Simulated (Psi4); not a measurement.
HB, triplet, at a GFN2-xTB geometry of the parent state; M06-2X/3-21G (Psi4).

The Psi4 input:
```
memory 2 GB

molecule {
0 3
B    -0.00000000   -0.00000000   -0.19417233
H     0.00000000    0.00000000    0.97086163
}

set {
  basis 3-21g
  reference uks
}

energy('m06-2x')
print_variables()
```

The log (banner, timings and long lists left out):

```
   => Loading Basis Set <=

    Name: 3-21G
    Role: ORBITAL
    Keyword: BASIS

         ---------------------------------------------------------
                                   SCF
               by Justin Turney, Rob Parrish, Andy Simmonett
                          and Daniel G. A. Smith
                              UKS Reference
         ---------------------------------------------------------

  ==> Geometry <==

    Molecular point group: c2v
    Full point group: C_inf_v

    Geometry (in Angstrom), charge = 0, multiplicity = 3:

       Center              X                  Y                   Z               Mass
    ------------   -----------------  -----------------  -----------------  -----------------
         B            0.000000000000     0.000000000000    -0.097706386630    11.009305360000
         H            0.000000000000     0.000000000000     1.067327573370     1.007825032230

  Running in c2v symmetry.

  Rotational constants: A = ************  B =     13.45163  C =     13.45163 [cm^-1]
  Rotational constants: A = ************  B = 403269.84111  C = 403269.84111 [MHz]
  Nuclear repulsion =    2.271080624422313

  Charge       = 0
  Multiplicity = 3
  Electrons    = 6
  Nalpha       = 4
  Nbeta        = 2

  ==> Algorithm <==

  SCF Algorithm Type is DF.
  DIIS enabled.
  MOM disabled.
  Fractional occupation disabled.
  Guess Type is SAD.
  Energy threshold   = 1.00e-06
  Density threshold  = 1.00e-06
  Integral threshold = 1.00e-12

  ==> Primary Basis <==

  Basis Set: 3-21G
    Blend: 3-21G
    Number of shells: 7
    Number of basis functions: 11
    Number of Cartesian functions: 11
    Spherical Harmonics?: false
    Max angular momentum: 1

  ==> DFT Potential <==

   => LibXC <=

    Version 7.1.2
    S. Lehtola, C. Steigemann, M. J. T. Oliveira, and M. A. L. Marques,  SoftwareX 7, 1–5 (2018) (10.1016/j.softx.2017.11.002)

   => Composite Functional: M06-2X <=

    Hybrid M06-2X Meta-GGA XC Functional  (10.1007/s00214-007-0310-x)
    Y. Zhao and D. G. Truhlar,  Theor. Chem. Acc., 120, 215, 2008

    Deriv               =              1
    GGA                 =           TRUE
    Meta                =           TRUE

    Exchange Hybrid     =           TRUE
    MP2 Hybrid          =          FALSE

   => Exchange Functionals <=

    1.0000   XC_HYB_MGGA_X_M06_2X

   => Exact (HF) Exchange <=

    0.5400               HF

   => Correlation Functionals <=

    1.0000   XC_MGGA_C_M06_2X

   => LibXC Density Thresholds  <==

    XC_MGGA_C_M06_2X:  1.00E-12
    XC_HYB_MGGA_X_M06_2X:  1.00E-15

   => Molecular Quadrature <=

    Radial Scheme          =       TREUTLER
    Pruning Scheme         =           NONE
    Nuclear Scheme         =       TREUTLER

    Blocking Scheme        =         OCTREE
    BS radius alpha        =              1
    Pruning alpha          =              1
    Radial Points          =             75
    Spherical Points       =            302
    Total Points           =          43160
    Total Blocks           =            384
    Max Points             =            254
    Max Functions          =             11
    Weights Tolerance      =       1.00E-15

   => Loading Basis Set <=

    Name: (3-21G AUX)
    Role: JKFIT
    Keyword: DF_BASIS_SCF

  ==> Integral Setup <==

  SCF_SUBTYPE=INCORE selected. In-core MEM_DF algorithm will be used.
  Using in-core AOs.

  ==> MemDFJK: Density-Fitted J/K Matrices <==

    J tasked:                   Yes
    K tasked:                   Yes
    wK tasked:                   No
    Algorithm:                 Core
    Schwarz Cutoff:           1E-12
    Mask sparsity (%):       0.0000
    Fitting Condition:        1E-10

   => Auxiliary Basis Set <=

  Basis Set: (3-21G AUX)
    Blend: DEF2-UNIVERSAL-JKFIT
    Number of shells: 31
    Number of basis functions: 109
    Number of Cartesian functions: 109
    Spherical Harmonics?: false
    Max angular momentum: 4

[...]

  ==> Pre-Iterations <==

  SCF Guess: Superposition of Atomic Densities via on-the-fly atomic UHF (no occupation information).

   -------------------------
    Irrep   Nso     Nmo
   -------------------------
     A1         7       7
     A2         0       0
     B1         2       2
     B2         2       2
   -------------------------
    Total      11      11
   -------------------------

  ==> Iterations <==

                           Total Energy        Delta E     RMS |[F,P]|

   @DF-UKS iter SAD:   -24.65429829213216   -2.46543e+01   0.00000e+00
   @DF-UKS iter   1:   -25.08052886370041   -4.26231e-01   6.19636e-03 DIIS/ADIIS
   @DF-UKS iter   2:   -25.08120313165168   -6.74268e-04   3.74815e-03 DIIS/ADIIS
   @DF-UKS iter   3:   -25.08246715371821   -1.26402e-03   3.58848e-04 DIIS/ADIIS
   @DF-UKS iter   4:   -25.08247426798134   -7.11426e-06   1.46592e-04 DIIS/ADIIS
   @DF-UKS iter   5:   -25.08247566867894   -1.40070e-06   3.03097e-05 DIIS
   @DF-UKS iter   6:   -25.08247574069665   -7.20177e-08   7.64122e-06 DIIS
   @DF-UKS iter   7:   -25.08247574650249   -5.80583e-09   2.87279e-06 DIIS
   @DF-UKS iter   8:   -25.08247574708476   -5.82272e-10   5.64005e-07 DIIS
  Energy and wave function converged.

  ==> Post-Iterations <==

   Electrons on quadrature grid:
      Nalpha   =    4.0000000460 ; deviation = 4.599e-08
      Nbeta    =    2.0000000343 ; deviation = 3.433e-08
      Ntotal   =    6.0000000803 ; deviation = 8.032e-08

   @Spin Contamination Metric:   5.344178202E-04
   @S^2 Expected:                2.000000000E+00
   @S^2 Observed:                2.000534418E+00
   @S   Expected:                1.000000000E+00
   @S   Observed:                1.000000000E+00

    Orbital Energies [Eh]
    ---------------------

    Alpha Occupied:

[...]
       1B1    -0.223128

    Alpha Virtual:

[...]
       7A1     1.165427

    Beta Occupied:

[...]
    Beta Virtual:

[...]
    Final Occupation by Irrep:
             A1    A2    B1    B2
    DOCC [     2,    0,    0,    0 ]
    SOCC [     1,    0,    1,    0 ]
    NA   [     3,    0,    1,    0 ]
    NB   [     2,    0,    0,    0 ]

  @DF-UKS Final Energy:   -25.08247574708476

   => Energetics <=

    Nuclear Repulsion Energy =              2.2710806244223134
    One-Electron Energy =                 -37.2541996815550931
    Two-Electron Energy =                  11.9432273266516802
    DFT Exchange-Correlation Energy =      -2.0425840166036600
    Empirical Dispersion Energy =           0.0000000000000000
    VV10 Nonlocal Energy =                  0.0000000000000000
    Total Energy =                        -25.0824757470847608

  UHF NO Occupations:
  HONO-2 :    2 A1 1.9997344
  HONO-1 :    3 A1 1.0000000
  HONO-0 :    1 B1 1.0000000
  LUNO+0 :    4 A1 0.0002656
  LUNO+1 :    5 A1 0.0000017
  LUNO+2 :    6 A1 0.0000000
  LUNO+3 :    2 B2 0.0000000

Computation Completed

Properties will be evaluated at   0.000000,   0.000000,   0.000000 [a0]

Properties computed using the SCF density matrix

 Multipole Moments:

 ------------------------------------------------------------------------------------
     Multipole            Electronic (a.u.)      Nuclear  (a.u.)        Total (a.u.)
 ------------------------------------------------------------------------------------

 L = 1.  Multiply by 2.5417464519 to convert [e a0] to [Debye]
 Dipole X            :          0.0000000            0.0000000            0.0000000
 Dipole Y            :          0.0000000            0.0000000            0.0000000
 Dipole Z            :         -0.9661735            1.0937652            0.1275917
 Magnitude           :                                                    0.1275917

 ------------------------------------------------------------------------------------

  Variable Map:
  ----------------------------------------------------------------------------
[...]
  Array Variable Map:
  ----------------------------------------------------------------------------
[...]
[...]
```
